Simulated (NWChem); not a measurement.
System: C$_{2}$H$_{5}$NOSi; SMILES [Si@@H]1(C=CO1)N

Input file for NWChem:

```
start job
memory heap 200 mb stack 900 mb global 1100 mb
geometry units angstroms noautosym nocenter noautoz
  N     -0.042203    -1.909411     0.461385
  Si    -0.023258    -0.442972    -0.413968
  C     -1.097176     0.966956     0.089120
  C      0.069540     1.624403     0.262570
  O      1.149635     0.791342     0.020635
  H      0.428096    -2.740464     0.126893
  H     -0.212185    -1.937292     1.458696
  H      0.169384    -0.814780    -1.835198
  H     -2.104643     1.343793     0.182435
  H      0.305110     2.654855     0.527770
end
basis spherical
  * library 6-31g*
end
dft
  xc b3lyp
  iterations 150
end
cosmo
  do_cosmo_smd true
  solvent hexane
end
task dft energy
```

Geometry: optimised at B3LYP/6-31G* (spherical d). Solvent: n-hexane.

Level: B3LYP/6-31G* with SMD (1 M gas to 1 M solution), gas-phase geometry. Reactions with the solvent are ignored.

**Question.** Predict the main results of this run. (B3LYP/6-31G* (spherical d), SMD on the gas-phase geometry.) Quantities: solvation free energy (kcal/mol); cavity-dispersion-structure term (kcal/mol); dipole in solution (D).

**Answer.** The solvation free energy (kcal/mol) is -2.5 and the cavity-dispersion-structure term (kcal/mol) comes out as 0.3. The dipole in solution (D) is 1.82.
